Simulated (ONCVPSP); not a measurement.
## u(r) = r·R(r): atom against pseudo-atom (V)

Columns: radius, all-electron u(r) and pseudo u(r) of the 3d shell (level -5.16 eV) of vanadium in the configuration [Ne] 3s2 3p6 3d3 4s2; PBE, scalar-relativistic, ONCV scheme, ONCVPSP 4.0.1.

| r (bohr) | all-electron | pseudo |
| --- | --- | --- |
| 0.082 | 0.0246 | 0.0040 |
| 0.165 | 0.1190 | 0.0311 |
| 0.248 | 0.2537 | 0.0971 |
| 0.330 | 0.3927 | 0.2042 |
| 0.413 | 0.5191 | 0.3460 |
| 0.495 | 0.6216 | 0.5006 |
| 0.578 | 0.7014 | 0.6493 |
| 0.660 | 0.7572 | 0.7683 |
| 0.742 | 0.7924 | 0.8478 |
| 0.825 | 0.8104 | 0.8854 |
| 0.908 | 0.8142 | 0.8867 |
| 0.990 | 0.8074 | 0.8635 |
| 1.072 | 0.7929 | 0.8275 |
| 1.155 | 0.7725 | 0.7880 |
| 1.238 | 0.7483 | 0.7520 |
| 1.320 | 0.7219 | 0.7220 |
| 1.402 | 0.6940 | 0.6940 |
| 1.485 | 0.6651 | 0.6651 |
| 1.568 | 0.6361 | 0.6361 |
| 1.650 | 0.6078 | 0.6077 |
| 1.733 | 0.5796 | 0.5796 |
| 1.815 | 0.5527 | 0.5526 |
| 1.898 | 0.5263 | 0.5262 |
| 1.980 | 0.5012 | 0.5012 |
| 2.062 | 0.4773 | 0.4772 |
| 2.145 | 0.4541 | 0.4540 |

How many radial nodes do the two functions have?

The all-electron 3d function has n − l − 1 = 0; the pseudo-wave has 0.

At about which radius was the pseudo-wave matched?

1.35 bohr, where the columns begin to agree (steps of 0.08 bohr).

Where does each function peak?

Outermost all-electron maximum near 0.91 bohr, pseudo maximum near 0.91 bohr (to the table’s step).

Is the pseudo-wave norm-conserving?

Yes: the ONCV scheme keeps the norm inside the radius equal to the all-electron one, which fixes the energy derivative of the logarithmic derivative at the level.
